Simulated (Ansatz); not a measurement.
Molecule: sum formula BNH₃, charge 0, multiplicity 2. It need not be the lowest isomer of its formula. 
Geometry from a B3LYP-D3(BJ)/def2-TZVP (Ansatz, a first-principles code) optimisation:
```xyz
5

B     -0.6755     0.1489    -0.0061
N      0.6301    -0.0972     0.0059
H     -1.4467    -0.7808    -0.0183
H     -1.1064     1.2696    -0.0052
H      1.5198    -0.5528     0.0128
```
Charge 0, spin multiplicity 2.

Basis-set convergence of Hartree-Fock and CCSD correlation energies (hartree) with Ansatz. Valence correlation only, unless marked. UHF or UKS for open shells. Spin-orbit coupling is left out. Non-relativistic.

| basis | functions | E(HF) | E(corr, CCSD) |
|---|---|---|---|
| def2-SVPD | 64 | -80.78573 | -0.27030 |
| def2-TZVPPD | 125 | -80.87590 | -0.31230 |
| def2-QZVPPD | 225 | -80.87985 | -0.32804 |

Extrapolating the two largest sets (X = 3 and 4) as X^-3: E(corr) = (64·(-0.32804) - 27·(-0.31230))/37 = -0.3395 Eh, an estimate of the basis-set limit. The largest set recovers 96.6 % of it, the smallest 79.6 %.
